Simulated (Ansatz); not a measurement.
One change: `[CH3][Al]([NH2])[CH]=O` becomes `[CH3][Al]([NH2])[SiH2][SiH3]`.

Ansatz, PBE0-D4/def2-TZVP geometries, multiplicity 1. Each molecule was computed in one conformer, which needn't be the lowest.

| property | `[CH3][Al]([NH2])[CH]=O` |
| --- | --- |
| HOMO–LUMO gap (ωB97M-V/def2-TZVPP) / eV | 9.00 |
| HOMO energy (PBE0/def2-TZVPP) / eV | -6.25 |
| HOMO energy (PBE/def2-TZVPP) / eV | -4.82 |
| LUMO energy (PBE/def2-TZVPP) / eV | -2.66 |
| LUMO energy (ωB97M-V/def2-TZVPP) / eV | 0.44 |
| HOMO–LUMO gap (PBE0/def2-TZVPP) / eV | 4.63 |

Question: What does the change do to each property? (Estimate.)

Answer: The calculation gave: 
| property | `[CH3][Al]([NH2])[SiH2][SiH3]` | shift |
| --- | --- | --- |
| HOMO–LUMO gap (ωB97M-V/def2-TZVPP) / eV | 9.82 | 0.82 |
| HOMO energy (PBE0/def2-TZVPP) / eV | -7.16 | -0.91 |
| HOMO energy (PBE/def2-TZVPP) / eV | -6.10 | -1.28 |
| LUMO energy (PBE/def2-TZVPP) / eV | -1.66 | 1.00 |
| LUMO energy (ωB97M-V/def2-TZVPP) / eV | 0.70 | 0.26 |
| HOMO–LUMO gap (PBE0/def2-TZVPP) / eV | 6.23 | 1.60 |

With PBE0 the HOMO falls by 0.91 eV and the LUMO rises by 0.69 eV, so the gap widens by about 1.60 eV. PBE moves the HOMO by -1.28 eV and ωB97M-V by -0.56 eV.
